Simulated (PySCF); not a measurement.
**Assignment exercise: C3H7N2PSi**

Atom-mapped SMILES (the numbers label the heavy atoms): `[CH:1]#[C:2][Si@@:3]([NH2:4])([PH2:5])[N:6]=[CH2:7]`. Each H is labelled by its parent atom. Ha(C7) is cis to Si3; Hb(C7) is trans to Si3.

Method: geometry from GFN2-xTB, shieldings: GIAO PBE0/pcSseg-1, in PySCF 2.14.0 with density-fitted response routines (fast rotation and ring inversion assumed for equivalent nuclei, non-relativistic Hamiltonian, one computed conformer, gas phase).

δ = σ(ref) − σ, references computed at the same level: TMS for $^{13}$C and $^{1}$H.

Question: Assign these signals to the numbered atoms. $^{13}$C{$^{1}$H} NMR (computed): δ 175.0, 102.6, 88.9.

Answer: 
175.0 → C7, C=N carbon
102.6 → C1, terminal alkyne carbon: the triple bond shields along its axis, which puts it between sp3 and sp2 carbons
88.9 → C2, alkyne carbon: the triple bond shields along its axis, which puts it between sp3 and sp2 carbons

Question: Assign these signals to the numbered atoms. $^{1}$H NMR (400 MHz, computed): δ 8.82 (m, 1H), 8.76 (m, 1H), 2.07 (s, 1H), 1.21 (m, 2H), 0.85 (br s, 2H).

Answer: 
8.82 → Ha(C7), hydrogen on a C=N carbon
8.76 → Hb(C7), hydrogen on a C=N carbon
2.07 → H(C1), hydrogen on a terminal alkyne carbon: it lies on the axis of the triple bond, in its shielding cone
1.21 → H(P5), hydrogen on a phosphorus bonded to Si
0.85 → H(N4), hydrogen on a nitrogen bonded to Si: exchangeable, gas-phase position

Ha(C7) and Hb(C7) lie closer than the usual error of such a calculation, so a measured spectrum could show them in the other order.

OH/NH shifts are gas-phase values; hydrogen bonding in solution moves them, usually downfield. Splittings by $^{31}$P in the carbon and heteronuclear signals aren't shown, as no couplings were computed. Shifts are as computed. Against solution values, carbons near 30 ppm lie about +3 ppm off and those near 130 ppm about +5 ppm. Of 1309 compounds with measured shifts, 239 miss one by over three times the rms of a fit or turn the order of signals round; such compounds aren't used in these exercises. No couplings were computed; multiplicities are counted from neighbouring protons, with m where these are inequivalent, close in shift, in a saturated or five-membered ring or joined by F or P, and br s for small geminal =CH2 splittings.
